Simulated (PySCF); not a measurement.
# Two-component Hartree-Fock for Nb⁺ (niobium, charge +1)

Start: [Kr] 4d4; 4d3/2 filled at m_j = -3/2, -1/2, +1/2, +3/2. Calculated with PySCF 2.14 in x2c-SVPall-2c: generalised Hartree-Fock with the X2C-1e Hamiltonian and a Gaussian nucleus; one run each with spin-orbit coupling (SO) switched off, then screened by Boettger's factors.

```tsv
spinor shell	electrons	ε, spin-free (eV)	ε, screened SO (eV)	weight of nominal j (screened SO)	rms radius, screened SO (bohr)
1s1/2	2	-19090.0	-19089.1	1.000	0.0415
2s1/2	2	-2747.7	-2747.4	1.000	0.171
2p1/2	2	-2448.5	-2514.7	1.000	0.149
2p3/2	4	-2448.5	-2417.2	1.000	0.154
3s1/2	2	-494.88	-494.80	1.000	0.471
3p1/2	2	-394.09	-405.25	1.000	0.471
3p3/2	4	-394.09	-388.77	1.000	0.482
3d3/2	4	-229.22	-231.12	0.977	0.472
3d5/2	6	-229.22	-227.85	0.985	0.475
4s1/2	2	-78.622	-78.592	1.000	1.24
4p1/2	2	-49.539	-53.777	0.668	1.41
4p3/2	4	-49.539	-47.429	0.834	1.40
4d3/2	4	-14.518	-14.524	0.527	2.21
```

| quantity | spin-free | screened SO |
| --- | --- | --- |
| E (hartree) | -3816.47780 | -3816.86955 |
| M_J | 0 | 0 |
| ⟨J²⟩ | 4.038 | 3.848 |
| ⟨L²⟩ | 6.035 | 6.034 |
| ⟨S²⟩ | 6.003 | 5.995 |

The determinant has a definite M_J but mixes levels of different J.

Each row is a mean over spinors that exchange with the open shell spreads, by up to 4.623 eV (4p3/2).

Rows whose weight is well below 1 are mixtures of j = l ± 1/2: exchange outweighs spin-orbit coupling there, and the label is only the starting occupation.

Breit and QED terms are absent; they matter most for the inner s and p1/2 levels.

Densities and radii are taken from the X2C orbitals without a picture-change correction, which distorts them close to the nucleus.

Without spin-orbit coupling the j labels of p, d and f shells carry no meaning; the spin-free column gives the mean over the occupied spinors of each nl shell, and its ⟨J²⟩ belongs to a mixture of degenerate components.
